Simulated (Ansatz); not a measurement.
`[F][Sn][O][SiH3]` + `CCB(O)Br` → `[F][Sn][Br]` + `CCB(O)O[SiH3]`  (redistribution)

Gas-phase electronic energies from Ansatz, PBE0-D4/def2-TZVP geometries. CCSD(T)/CBS is the MP2 limit (def2-TZVPP, def2-QZVPP) plus CCSD(T) − MP2 in def2-TZVPP, frozen cores. Functionals use def2-TZVPP. B3LYP here is the variant with VWN-RPA as its local correlation; programs differ in this. Elements past krypton have def2 core potentials. For Br, Sn outer-core shells are correlated without core-valence functions, which leaves a few kJ/mol of doubt a bond. Scalar relativity is left out up to krypton. One conformer a species, not always the lowest.

```
        level  ΔE (kJ/mol)
        B3LYP       -117.2
MP2/CBS(def2)        -98.8
```

(1) What does CCSD(T)/CBS give? (An estimate is asked.)

Largest T1 diagnostic among the species: 0.016.

Results:

(1) Computed: -103.8 kJ/mol. The listed levels differ from it by -13.4, 5.0 kJ/mol.

In def2-TZVPP, CCSD(T) changes the Hartree–Fock value by +27.5 kJ/mol (the triples alone add +3.8 kJ/mol) and MP2 by +32.6 kJ/mol. From PBE to PBE0 (25 % exact exchange), in def2-TZVPP and without D4, ΔE moves by −6.1 kJ/mol.
